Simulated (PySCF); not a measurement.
Vertical excitations of a molecule C6H8 from TDDFT-PBE0/def2-SVPD run with PySCF 2.14.0, as energy in eV (oscillator strength): 6.39 (0.000), 6.65 (0.005), 6.68 (0.005), 7.31 (0.037), 7.35 (0.055), 7.80 (0.051), 7.85 (0.000), 7.90 (0.023), 7.91 (0.005), 8.23 (0.133). Lowest triplet (TDA): 5.17 eV. Geometry: B3LYP-D3(BJ)/def2-SVP. The values are those of a single conformer.

Problem. Pick the molecule that these values belong to.
A) C#C/C(C)=C\C
B) CC1=CC=CC1
C) C#CC1CCC1
D) C=CC1=CCC1

Solution. C, C#CC1CCC1
